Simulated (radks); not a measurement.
Coulomb parameter of the 3d shell of the manganese ion Mn2+ in the model configuration [Ar] 3d4 4s1, as a second difference U = [E(n + 0.25) + E(n - 0.25) - 2 E(n)] / (0.25)^2 with all orbitals relaxed. "Bare": the charge of the atom changes with n. "Screened": the 4s shell takes up the change at fixed total charge, which measures U(3d,3d) + U(4s,4s) - 2 U(3d,4s). Calculated with a radial shooting solver on a logarithmic mesh with Libxc functionals: scalar-relativistic Kohn-Sham, r2SCAN, spin-unpolarised, spherical densities, finite nucleus; meta-GGA in the generalised Kohn-Sham scheme; Fermi nuclear charge, rms radius 3.7057 fm.

| case | configuration | E - E(n) (eV) |
|---|---|---|
| start | [Ar] 3d4 4s1 | 0.000 |
| bare +0.25 | [Ar] 3d4.25 4s1 | -7.028 |
| bare -0.25 | [Ar] 3d3.75 4s1 | 8.078 |
| screened +0.25 | [Ar] 3d4.25 4s0.75 | -2.084 |
| screened -0.25 | [Ar] 3d3.75 4s1.25 | 2.309 |

U(bare) = 16.798 eV, U(screened by 4s) = 3.596 eV, against the Slater integral F0(3d,3d) = 23.523 eV with frozen orbitals.
